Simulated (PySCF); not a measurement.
**Excitation energy of Cr by level of theory**

Cr [Ar] 3d5 4s1 (7S) → Cr [Ar] 3d4 4s1 5s1 (7D), as a difference of total energies. Computed with PySCF 2.14 in aug-cc-pVDZ, with the non-relativistic Hamiltonian (point nucleus). Correlated levels: valence: [Ar] frozen. The calculations carry no spin-orbit coupling.

| method | excitation energy (cm⁻¹) |
| --- | --- |
| UHF | 37487 |
| MP2 (valence) | 45425 |
| SCS-MP2 (valence) | 40133 |
| CCSD (valence) | 45179 |
| CCSD(T) (valence) | 45478 |

The promoted electron is Rydberg-like, and one or two diffuse shells describe it only roughly, which tends to raise the upper state.
